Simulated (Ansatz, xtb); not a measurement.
Two isomers of CH3Te

We compare I, `[CH2][TeH]`, a doublet, with II, `C[Te]`, a doublet. Both are isolated molecules in the gas phase, relaxed with r2SCAN-D4/def2-TZVP; the shapes shown needn't be the lowest conformers.

I (Å):

```yaml
atoms:
  - { symbol: C, position_ang: [-2.8286, 1.6753, -2.3249] }
  - { symbol: Te, position_ang: [-1.8558, -0.1176, -2.4788] }
  - { symbol: H, position_ang: [-3.7786, 1.6967, -1.8116] }
  - { symbol: H, position_ang: [-2.4013, 2.5761, -2.7374] }
  - { symbol: H, position_ang: [-0.5685, 0.5140, -3.3129] }
```

II (Å):

```xyz
5

C     0.5938   -0.3908   -0.2071
Te   -1.2924    0.2231   -1.0315
H     1.1288   -0.8989   -1.0108
H     0.4320   -1.0834    0.6150
H     1.1608    0.4806    0.1108
```

Estimate E(II) − E(I) at the level CCSD(T)/def2-TZVP.

Calculated at CCSD(T)/def2-TZVP: E(II) − E(I) = −135.6 kJ/mol, so structure II lies lower.

How the difference moves with the method:

```
              level             geometry  E(II) − E(I) (kJ/mol)  departure from the last row (kJ/mol)  job, with rough time for the two
           GFN2-xTB             GFN2-xTB                  −119.6                                 +16.1               optimisation, 1.3 s
          HF/STO-3G             GFN2-xTB                  −156.4                                 −20.7               single point, 6.9 s
 r2SCAN-D4/def2-SVP             GFN2-xTB                  −127.4                                  +8.2                single point, 12 s
r2SCAN-D4/def2-TZVP  r2SCAN-D4/def2-TZVP                  −119.5                                 +16.1             optimisation, 5.4 min
       HF/def2-TZVP  r2SCAN-D4/def2-TZVP                  −137.2                                  −1.6           part of the CCSD(T) run
      MP2/def2-TZVP  r2SCAN-D4/def2-TZVP                  −148.0                                 −12.4           part of the CCSD(T) run
  CCSD(T)/def2-TZVP  r2SCAN-D4/def2-TZVP                  −135.6                                                   single point, 2.1 min
```

As drawn, II has 1 C–H in place of 1 Te–H.

None of the levels shown reverses the order. The largest departure from CCSD(T)/def2-TZVP is that of HF/STO-3G, 20.7 kJ/mol.

With harmonic frequencies from r2SCAN-D4/def2-TZVP (ideal gas, rigid rotor, one conformer each, 298.15 K, 1 atm): the zero-point term adds +15.8 kJ/mol; ΔH is −122.0 and ΔG −117.5 kJ/mol.

Open shells are spin-unrestricted. The correlated steps freeze 5 core orbitals; the filled d shell of Te is correlated, in a basis made for valence electrons. Atoms past krypton carry core potentials in the def2 sets, other sets are all-electron and non-relativistic, and no spin–orbit term is included. Programs: Ansatz 0.2.0, xtb 6.7.1; the last row on 2 threads of AMD EPYC (Zen 3) on a shared host.
